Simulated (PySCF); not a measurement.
A geometry optimisation, step by step.

Compound: BH7O2SiSn.
Numbering: `[OH:1][B:2]([OH:3])[SiH2:4][SnH3:5]` (hydrogens: H6 on O1; H7 on O3; H8, H9 on Si4; H10, H11, H12 on Sn5)

Computed by this run: PBE0-D3(BJ)/def2-SVP geometry optimisation, gas phase, def2 core potentials past Kr (PySCF); density fitting, grid level 1; the optimiser is geomeTRIC in internal coordinates, started from a GFN2-xTB structure with every atom displaced at random (about 0.01 Å). The frame can shift and turn from step to step; on so coarse a grid that alone can change the energy by a few meV, and forces under 0.02 eV/Å are noise.

Step 0: E = -18580.8110 eV, largest atomic force 1.358 eV/Å
```
atom  x, y, z in Å  |  force x, y, z in eV/Å
O1     -0.729   -1.590   -0.471    0.172   1.105   0.363
B2     -1.404   -0.500    0.030   -0.567  -1.036  -0.242
O3     -2.749   -0.451    0.243    0.875   1.015   0.222
Si4    -0.265    1.062    0.455    0.447   0.270   0.015
Sn5     2.073    0.444   -0.175    0.557  -0.097   0.202
H6     -1.241   -2.353   -0.708   -0.511  -0.646  -0.167
H7     -3.249   -1.223    0.036   -0.593  -1.042  -0.297
H8     -0.218    1.476    1.858   -0.108  -0.016   0.712
H9     -0.583    2.303   -0.251   -0.301   0.459  -0.472
H10     2.826   -0.752    0.746   -0.049  -0.421   0.456
H11     3.216    1.671   -0.061    0.251   0.679   0.126
H12     2.362   -0.115   -1.712   -0.173  -0.272  -0.917
```

Step 1: E = -18581.0412 eV, largest atomic force 0.655 eV/Å
```
atom  x, y, z in Å  |  force x, y, z in eV/Å
O1     -0.817   -1.630   -0.481   -0.092  -0.273  -0.133
B2     -1.423   -0.521    0.025   -0.117  -0.120  -0.007
O3     -2.757   -0.419    0.257   -0.152  -0.172  -0.045
Si4    -0.208    1.046    0.440    0.062   0.201   0.048
Sn5     2.199    0.462   -0.181    0.629  -0.127  -0.135
H6     -1.396   -2.377   -0.702    0.156   0.239   0.096
H7     -3.275   -1.211    0.046    0.131   0.218   0.053
H8     -0.227    1.416    1.891   -0.031  -0.047   0.032
H9     -0.605    2.284   -0.305   -0.036  -0.020  -0.042
H10     2.861   -0.784    0.837   -0.178   0.177  -0.132
H11     3.292    1.812   -0.019   -0.244  -0.190  -0.014
H12     2.394   -0.106   -1.816   -0.127   0.113   0.279
```

Step 2: E = -18581.0612 eV, largest atomic force 0.095 eV/Å
```
atom  x, y, z in Å  |  force x, y, z in eV/Å
O1     -0.807   -1.633   -0.489   -0.069  -0.035  -0.021
B2     -1.418   -0.527    0.018    0.043   0.053   0.023
O3     -2.752   -0.413    0.253    0.014  -0.077  -0.031
Si4    -0.200    1.047    0.439    0.053   0.078   0.013
Sn5     2.216    0.460   -0.179    0.092  -0.015  -0.006
H6     -1.383   -2.379   -0.697    0.003   0.007   0.011
H7     -3.276   -1.196    0.042   -0.003   0.023   0.002
H8     -0.232    1.406    1.894   -0.027  -0.026   0.011
H9     -0.605    2.281   -0.310   -0.023  -0.016  -0.017
H10     2.841   -0.779    0.827   -0.027  -0.051   0.052
H11     3.281    1.796   -0.014    0.000   0.066   0.018
H12     2.375   -0.091   -1.793   -0.056  -0.006  -0.054
```

Step 3: E = -18581.0644 eV, largest atomic force 0.110 eV/Å
```
atom  x, y, z in Å  |  force x, y, z in eV/Å
O1     -0.815   -1.639   -0.493    0.106   0.030  -0.008
B2     -1.410   -0.524    0.015   -0.029  -0.065  -0.019
O3     -2.745   -0.420    0.244   -0.017   0.099   0.041
Si4    -0.190    1.053    0.440    0.011   0.008   0.001
Sn5     2.229    0.463   -0.174    0.006  -0.006   0.017
H6     -1.402   -2.379   -0.689   -0.025  -0.019  -0.003
H7     -3.265   -1.203    0.028   -0.007  -0.015  -0.010
H8     -0.236    1.404    1.897   -0.021  -0.016  -0.002
H9     -0.602    2.283   -0.312   -0.014  -0.016  -0.007
H10     2.830   -0.788    0.833   -0.006  -0.028   0.026
H11     3.287    1.803   -0.003    0.015   0.037   0.012
H12     2.358   -0.082   -1.793   -0.020  -0.008  -0.049
```

Step 4: E = -18581.0657 eV, largest atomic force 0.055 eV/Å
```
atom  x, y, z in Å  |  force x, y, z in eV/Å
O1     -0.801   -1.637   -0.497   -0.010   0.040   0.019
B2     -1.404   -0.525    0.010    0.048   0.027   0.000
O3     -2.738   -0.410    0.239    0.033   0.019   0.004
Si4    -0.188    1.052    0.440   -0.004  -0.007   0.003
Sn5     2.234    0.460   -0.170   -0.018   0.001   0.013
H6     -1.383   -2.381   -0.689   -0.028  -0.041  -0.017
H7     -3.266   -1.187    0.023   -0.026  -0.039  -0.014
H8     -0.250    1.395    1.898   -0.007   0.003  -0.001
H9     -0.606    2.278   -0.315   -0.001  -0.001   0.001
H10     2.814   -0.804    0.840    0.002   0.019  -0.020
H11     3.289    1.806    0.010    0.001  -0.028  -0.001
H12     2.339   -0.076   -1.797    0.010   0.007   0.013
```

Step 5: E = -18581.0661 eV, largest atomic force under 0.02 eV/Å
```
atom  x, y, z in Å  |  force x, y, z in eV/Å
O1     -0.801   -1.637   -0.497   -0.006   0.002   0.002
B2     -1.403   -0.524    0.009    0.016  -0.005  -0.005
O3     -2.737   -0.411    0.236   -0.001   0.007   0.002
Si4    -0.189    1.053    0.441    0.002   0.005   0.005
Sn5     2.232    0.460   -0.167   -0.012   0.002   0.001
H6     -1.385   -2.380   -0.692   -0.001  -0.001  -0.004
H7     -3.264   -1.189    0.018   -0.002  -0.005  -0.004
H8     -0.254    1.396    1.899   -0.005   0.001   0.000
H9     -0.607    2.279   -0.314   -0.002  -0.002  -0.002
H10     2.813   -0.804    0.838    0.003  -0.001  -0.002
H11     3.292    1.801    0.015    0.005  -0.007   0.003
H12     2.342   -0.073   -1.795    0.003   0.005   0.004
```

Task: Summarise the path.

Result: The energy falls by 5.88 kcal/mol from step 0 to step 5; nine tenths of that is first reached at step 1. It falls at every step. The largest force goes from 1.358 to under 0.02 eV/Å. Among the bonds Si4–Sn5 changes most, from 2.499 to 2.565 Å; the atoms move by 0.102 Å rms after alignment.

Task: Follow the three bonds and two angles with the largest change from start to end.

Result: 
| step | E above end (kcal/mol) | largest force (eV/Å) | Si4–Sn5 (Å) | B2–Si4 (Å) | Sn5–H12 (Å) | Si4–Sn5–H12 (°) | H10–Sn5–H11 (°) |
| --- | --- | --- | --- | --- | --- | --- | --- |
| 0 | 5.88 | 1.358 | 2.499 | 1.979 | 1.661 | 118.6 | 100.2 |
| 1 | 0.57 | 0.655 | 2.554 | 2.026 | 1.742 | 114.1 | 105.1 |
| 2 | 0.11 | 0.095 | 2.563 | 2.034 | 1.713 | 112.8 | 106.3 |
| 3 | 0.04 | 0.110 | 2.565 | 2.038 | 1.713 | 111.8 | 107.2 |
| 4 | 0.01 | 0.055 | 2.566 | 2.038 | 1.717 | 110.8 | 107.9 |
| 5 | 0.00 | under 0.02 | 2.565 | 2.037 | 1.717 | 110.9 | 107.7 |

The cost below is that of the whole optimisation. Time: 68 s of wall time; peak memory 0.50 GiB. Hardware: one thread of an Arm Neoverse N1, shared host.
